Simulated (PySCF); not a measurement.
# Ionisation energy of Ta⁵³⁺ by level of theory

Ta⁵³⁺ [Ar] 3d2 (3F) → Ta⁵⁴⁺ [Ar] 3d1 (2D), as a difference of total energies. Calculation: PySCF 2.14, in an uncontracted even-tempered set (17 s from 13 bohr⁻², ratio 2.5; 12 p from 17 bohr⁻², ratio 2.5; 7 d from 17 bohr⁻², ratio 2.5; 4 f from 60 bohr⁻², ratio 2.7; 3 g from 90 bohr⁻², ratio 2.7); scalar relativity by spin-free X2C-1e. Correlated levels: outer shells: [Ne] frozen; virtual orbitals above 40 to 60 times the deepest correlated orbital energy dropped. The calculations carry no spin-orbit coupling.

```tsv
method	ionisation energy (eV)
UHF	4987.8
LDA	4985.6
PBE	4986.9
TPSSh	4987.1
BLYP	4987.6
MP2 (outer shells)	4987.4
SCS-MP2 (outer shells)	4987.3
```

Question: Estimate what r2SCAN gives.

Answer: 4989.6 eV, closest to UHF among the rows shown.

Question: Estimate what PBE0 gives.

Answer: 4987.5 eV, closest to BLYP among the rows shown.

Spin-orbit coupling is strong in these open shells (close to jj coupling). The scalar numbers leave it out and a first-order estimate fails, so it can dominate the gap to the real levels.

Breit and QED terms and the two-electron picture change are absent.

For comparison: 5024 ± 5 eV (theoretical estimate listed by NIST; NIST Atomic Spectra Database, ionization energies).
